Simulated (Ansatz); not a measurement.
System: sum formula SiPH4, charge -1, multiplicity 1. It need not be the lowest isomer of its formula. Whether it binds its extra electron was not tested at this geometry. 
Structure (B3LYP-D3(BJ)/def2-TZVP (Ansatz, a first-principles code) minimum search):
```xyz
6

Si    -0.9754     0.1096     0.1952
P      1.1345    -0.1886    -0.2861
H     -1.8218    -0.8234    -0.6279
H     -1.6242     1.4545    -0.0615
H     -1.4717    -0.1519     1.6026
H      1.5563     0.8159     0.6449
```
Charge -1, spin multiplicity 1.

Basis-set convergence of Hartree-Fock and MP2 correlation energies (hartree) with Ansatz. Cores are frozen in the correlated levels unless marked. No spin-orbit coupling. No relativistic terms. This anion needs diffuse functions, which these sets lack.

```tsv
basis	functions	E(HF)	E(corr, MP2)
def2-SVP	56	-631.78758	-0.23078
def2-TZVPP	140	-632.01652	-0.30221
def2-QZVPP	260	?	?
```

**Question.** Fill in the missing entries.

**Answer.** 
- def2-QZVPP, E(HF): -632.03797
- def2-QZVPP, E(corr, MP2): -0.32620
